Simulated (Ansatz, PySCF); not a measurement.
Reaction 2 R1 + R2 → P1 + 2 P2, each structure at its B3LYP-D3(BJ)/def2-TZVP stationary point, reached from a drawn start (curvature not checked).
R1: H2 (SMILES [H][H]), charge 0, multiplicity 1.
P1: NH3 (SMILES N), charge 0, multiplicity 1.
P2: SiH4 (SMILES [SiH4]), charge 0, multiplicity 1.
R2: H7NSi2 (SMILES [SiH3]N[SiH3]), charge 0, multiplicity 1.

P less R. No zero-point or thermal terms.

Frozen-core correlation throughout. CBS: X⁻³ extrapolation of the correlation energy, Hartree–Fock from the larger set.

Run with Ansatz (a first-principles code) with Gaussian orbitals; PySCF for the D3/D4 terms. Each number belongs to the level named beside it.

**Question.** What reaction energy does MP2/cc-pV(D+d)Z give?

**Answer.** 0.42 eV

**Question.** Give the reaction energy at the level B2PLYP-D4/def2-TZVPP.

**Answer.** 0.56 eV

**Question.** Predict the reaction energy from CCSD(T)/CBS(cc-pV(T+d)Z, cc-pV(Q+d)Z).

**Answer.** 0.61 eV
